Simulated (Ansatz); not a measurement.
Harmonic vibrations of `CC#[N+][Ga-]([F])([F])[F]` by finite differences.

```yaml
crystal:
  periodic: [false, false, false]
  atoms:
    - {symbol: C, position_ang: [-0.014170, -1.188199, 1.901452]}
    - {symbol: C, position_ang: [0.001419, -0.430098, 0.677044]}
    - {symbol: N, position_ang: [0.013432, 0.171209, -0.293096]}
    - {symbol: Ga, position_ang: [0.032145, 1.258508, -2.029360]}
    - {symbol: F, position_ang: [1.731494, 1.166694, -2.439688]}
    - {symbol: F, position_ang: [-0.556961, 2.798119, -1.439933]}
    - {symbol: F, position_ang: [-1.069831, 0.311361, -3.005643]}
    - {symbol: H, position_ang: [-0.367110, -2.200525, 1.698207]}
    - {symbol: H, position_ang: [0.994406, -1.230948, 2.315740]}
    - {symbol: H, position_ang: [-0.681724, -0.707321, 2.618276]}
basis:
  gaussian: {orbitals: def2-TZVP}
hamiltonian: {xc: pbe0, dispersion: d4}
phonons: {temperatures: {t_min: 298.15, t_max: 900, t_step: 200}}
```

```sh
$ ansatz run in.yaml --threads 4 --pin off --events-out ev --progress --plain --max-ram 11315MiB
```

It prints (some lines left out):

```
Functional definition: PBE0
mean field -64131.41958623 eV, -2356.7861999564 hartree, gradient 5.9e-5 eV, S^2 0.000000; 0 other end points of the search recorded, 0 dependent functions left out
mean field -64131.41941870 eV, -2356.7861937997 hartree, gradient 2.0e-6 eV, S^2 0.000000; 0 other end points of the search recorded, 0 dependent functions left out
mean field -64131.41941800 eV, -2356.7861937741 hartree, gradient 2.0e-6 eV, S^2 0.000000; 0 other end points of the search recorded, 0 dependent functions left out
mean field -64131.41940577 eV, -2356.7861933246 hartree, gradient 2.0e-6 eV, S^2 0.000000; 0 other end points of the search recorded, 0 dependent functions left out
mean field -64131.41943630 eV, -2356.7861944467 hartree, gradient 2.0e-6 eV, S^2 0.000000; 0 other end points of the search recorded, 0 dependent functions left out
mean field -64131.41944783 eV, -2356.7861948705 hartree, gradient 2.0e-6 eV, S^2 0.000000; 0 other end points of the search recorded, 0 dependent functions left out
mean field -64131.41940308 eV, -2356.7861932259 hartree, gradient 2.0e-6 eV, S^2 0.000000; 0 other end points of the search recorded, 0 dependent functions left out
mean field -64131.41954800 eV, -2356.7861985516 hartree, gradient 2.1e-6 eV, S^2 0.000000; 0 other end points of the search recorded, 0 dependent functions left out
mean field -64131.41955239 eV, -2356.7861987129 hartree, gradient 2.0e-6 eV, S^2 0.000000; 0 other end points of the search recorded, 0 dependent functions left out
mean field -64131.41940727 eV, -2356.7861933799 hartree, gradient 2.0e-6 eV, S^2 0.000000; 0 other end points of the search recorded, 0 dependent functions left out
mean field -64131.41942931 eV, -2356.7861941897 hartree, gradient 2.1e-6 eV, S^2 0.000000; 0 other end points of the search recorded, 0 dependent functions left out
mean field -64131.41922896 eV, -2356.7861868269 hartree, gradient 2.0e-6 eV, S^2 0.000000; 0 other end points of the search recorded, 0 dependent functions left out
mean field -64131.41918453 eV, -2356.7861851943 hartree, gradient 2.0e-6 eV, S^2 0.000000; 0 other end points of the search recorded, 0 dependent functions left out
mean field -64131.41957421 eV, -2356.7861995148 hartree, gradient 2.0e-6 eV, S^2 0.000000; 0 other end points of the search recorded, 0 dependent functions left out
mean field -64131.41957446 eV, -2356.7861995238 hartree, gradient 2.0e-6 eV, S^2 0.000000; 0 other end points of the search recorded, 0 dependent functions left out
mean field -64131.41944750 eV, -2356.7861948582 hartree, gradient 2.0e-6 eV, S^2 0.000000; 0 other end points of the search recorded, 0 dependent functions left out
mean field -64131.41946410 eV, -2356.7861954681 hartree, gradient 2.0e-6 eV, S^2 0.000000; 0 other end points of the search recorded, 0 dependent functions left out
mean field -64131.41928262 eV, -2356.7861887989 hartree, gradient 2.0e-6 eV, S^2 0.000000; 0 other end points of the search recorded, 0 dependent functions left out
mean field -64131.41924952 eV, -2356.7861875825 hartree, gradient 2.0e-6 eV, S^2 0.000000; 0 other end points of the search recorded, 0 dependent functions left out
mean field -64131.41946888 eV, -2356.7861956440 hartree, gradient 2.0e-6 eV, S^2 0.000000; 0 other end points of the search recorded, 0 dependent functions left out
mean field -64131.41946697 eV, -2356.7861955739 hartree, gradient 2.1e-6 eV, S^2 0.000000; 0 other end points of the search recorded, 0 dependent functions left out
mean field -64131.41950948 eV, -2356.7861971359 hartree, gradient 2.0e-6 eV, S^2 0.000000; 0 other end points of the search recorded, 0 dependent functions left out
mean field -64131.41947245 eV, -2356.7861957753 hartree, gradient 2.0e-6 eV, S^2 0.000000; 0 other end points of the search recorded, 0 dependent functions left out
mean field -64131.41949402 eV, -2356.7861965679 hartree, gradient 2.0e-6 eV, S^2 0.000000; 0 other end points of the search recorded, 0 dependent functions left out
mean field -64131.41955871 eV, -2356.7861989450 hartree, gradient 2.0e-6 eV, S^2 0.000000; 0 other end points of the search recorded, 0 dependent functions left out
mean field -64131.41953457 eV, -2356.7861980581 hartree, gradient 2.0e-6 eV, S^2 0.000000; 0 other end points of the search recorded, 0 dependent functions left out
mean field -64131.41948338 eV, -2356.7861961769 hartree, gradient 2.0e-6 eV, S^2 0.000000; 0 other end points of the search recorded, 0 dependent functions left out
mean field -64131.41958655 eV, -2356.7861999681 hartree, gradient 2.0e-6 eV, S^2 0.000000; 0 other end points of the search recorded, 0 dependent functions left out
mean field -64131.41957808 eV, -2356.7861996569 hartree, gradient 2.0e-6 eV, S^2 0.000000; 0 other end points of the search recorded, 0 dependent functions left out
mean field -64131.41956356 eV, -2356.7861991233 hartree, gradient 2.0e-6 eV, S^2 0.000000; 0 other end points of the search recorded, 0 dependent functions left out
mean field -64131.41959268 eV, -2356.7862001934 hartree, gradient 2.0e-6 eV, S^2 0.000000; 0 other end points of the search recorded, 0 dependent functions left out
mean field -64131.41956435 eV, -2356.7861991523 hartree, gradient 2.0e-6 eV, S^2 0.000000; 0 other end points of the search recorded, 0 dependent functions left out
mean field -64131.41958271 eV, -2356.7861998272 hartree, gradient 2.0e-6 eV, S^2 0.000000; 0 other end points of the search recorded, 0 dependent functions left out
mean field -64131.41954963 eV, -2356.7861986114 hartree, gradient 2.0e-6 eV, S^2 0.000000; 0 other end points of the search recorded, 0 dependent functions left out
mean field -64131.41949346 eV, -2356.7861965474 hartree, gradient 2.0e-6 eV, S^2 0.000000; 0 other end points of the search recorded, 0 dependent functions left out
mean field -64131.41957376 eV, -2356.7861994982 hartree, gradient 2.0e-6 eV, S^2 0.000000; 0 other end points of the search recorded, 0 dependent functions left out
mean field -64131.41957492 eV, -2356.7861995409 hartree, gradient 2.0e-6 eV, S^2 0.000000; 0 other end points of the search recorded, 0 dependent functions left out
mean field -64131.41953553 eV, -2356.7861980934 hartree, gradient 2.0e-6 eV, S^2 0.000000; 0 other end points of the search recorded, 0 dependent functions left out
mean field -64131.41956746 eV, -2356.7861992666 hartree, gradient 2.0e-6 eV, S^2 0.000000; 0 other end points of the search recorded, 0 dependent functions left out
mean field -64131.41955125 eV, -2356.7861986712 hartree, gradient 2.0e-6 eV, S^2 0.000000; 0 other end points of the search recorded, 0 dependent functions left out
mean field -64131.41956905 eV, -2356.7861993252 hartree, gradient 2.0e-6 eV, S^2 0.000000; 0 other end points of the search recorded, 0 dependent functions left out
mean field -64131.41953433 eV, -2356.7861980491 hartree, gradient 2.0e-6 eV, S^2 0.000000; 0 other end points of the search recorded, 0 dependent functions left out
mean field -64131.41958115 eV, -2356.7861997700 hartree, gradient 2.0e-6 eV, S^2 0.000000; 0 other end points of the search recorded, 0 dependent functions left out
mean field -64131.41956390 eV, -2356.7861991359 hartree, gradient 2.0e-6 eV, S^2 0.000000; 0 other end points of the search recorded, 0 dependent functions left out
mean field -64131.41956386 eV, -2356.7861991343 hartree, gradient 2.0e-6 eV, S^2 0.000000; 0 other end points of the search recorded, 0 dependent functions left out
mean field -64131.41949279 eV, -2356.7861965225 hartree, gradient 2.0e-6 eV, S^2 0.000000; 0 other end points of the search recorded, 0 dependent functions left out
mean field -64131.41949357 eV, -2356.7861965512 hartree, gradient 2.0e-6 eV, S^2 0.000000; 0 other end points of the search recorded, 0 dependent functions left out
mean field -64131.41957258 eV, -2356.7861994548 hartree, gradient 2.0e-6 eV, S^2 0.000000; 0 other end points of the search recorded, 0 dependent functions left out
mean field -64131.41956402 eV, -2356.7861991401 hartree, gradient 2.0e-6 eV, S^2 0.000000; 0 other end points of the search recorded, 0 dependent functions left out
mean field -64131.41949269 eV, -2356.7861965188 hartree, gradient 2.0e-6 eV, S^2 0.000000; 0 other end points of the search recorded, 0 dependent functions left out
mean field -64131.41949619 eV, -2356.7861966475 hartree, gradient 2.0e-6 eV, S^2 0.000000; 0 other end points of the search recorded, 0 dependent functions left out
mean field -64131.41956949 eV, -2356.7861993414 hartree, gradient 2.0e-6 eV, S^2 0.000000; 0 other end points of the search recorded, 0 dependent functions left out
mean field -64131.41957581 eV, -2356.7861995736 hartree, gradient 2.0e-6 eV, S^2 0.000000; 0 other end points of the search recorded, 0 dependent functions left out
mean field -64131.41956075 eV, -2356.7861990201 hartree, gradient 2.0e-6 eV, S^2 0.000000; 0 other end points of the search recorded, 0 dependent functions left out
mean field -64131.41955578 eV, -2356.7861988376 hartree, gradient 2.0e-6 eV, S^2 0.000000; 0 other end points of the search recorded, 0 dependent functions left out
mean field -64131.41954115 eV, -2356.7861982998 hartree, gradient 2.0e-6 eV, S^2 0.000000; 0 other end points of the search recorded, 0 dependent functions left out
mean field -64131.41953666 eV, -2356.7861981348 hartree, gradient 2.0e-6 eV, S^2 0.000000; 0 other end points of the search recorded, 0 dependent functions left out
mean field -64131.41955103 eV, -2356.7861986627 hartree, gradient 2.0e-6 eV, S^2 0.000000; 0 other end points of the search recorded, 0 dependent functions left out
mean field -64131.41955849 eV, -2356.7861989371 hartree, gradient 2.0e-6 eV, S^2 0.000000; 0 other end points of the search recorded, 0 dependent functions left out
mean field -64131.41953472 eV, -2356.7861980634 hartree, gradient 2.0e-6 eV, S^2 0.000000; 0 other end points of the search recorded, 0 dependent functions left out
mean field -64131.41952868 eV, -2356.7861978415 hartree, gradient 2.0e-6 eV, S^2 0.000000; 0 other end points of the search recorded, 0 dependent functions left out
Total energy: -64131.58789337 eV, -2356.7923851297 hartree
Atom 0 at    -0.014170    -1.188199     1.901452 Å, force     0.000406    -0.000774     0.000028 eV/Å
Atom 1 at     0.001419    -0.430098     0.677044 Å, force    -0.000774     0.001536    -0.000938 eV/Å
Atom 2 at     0.013432     0.171209    -0.293096 Å, force    -0.000020    -0.001236     0.003744 eV/Å
Atom 3 at     0.032145     1.258508    -2.029360 Å, force     0.000347    -0.000806     0.000371 eV/Å
Atom 4 at     1.731494     1.166694    -2.439688 Å, force     0.002117     0.000031    -0.000559 eV/Å
Atom 5 at    -0.556961     2.798119    -1.439933 Å, force    -0.000960     0.001827     0.000381 eV/Å
Atom 6 at    -1.069831     0.311361    -3.005643 Å, force    -0.001246    -0.001212    -0.001439 eV/Å
Atom 7 at    -0.367110    -2.200525     1.698207 Å, force     0.000198     0.001553     0.000151 eV/Å
Atom 8 at     0.994406    -1.230948     2.315740 Å, force    -0.001355    -0.000214    -0.000875 eV/Å
Atom 9 at    -0.681724    -0.707321     2.618276 Å, force     0.001288    -0.000704    -0.000864 eV/Å
Dipole moment:    -0.020301    -1.089029     1.747729 e Å
Vibrations: 21.90 45.20 45.21 160.25 160.29 205.02 208.91 208.92 268.07 418.49 418.59 641.16 704.08 704.20 985.18 1048.98 1049.04 1396.91 1450.03 1450.06 2457.22 3071.98 3159.28 3159.37 cm⁻¹, zero-point energy 1.452992 eV
```

Run time 3.3 min (4 threads of an Arm Neoverse V2 on a shared host); peak host memory 0.83 GiB.
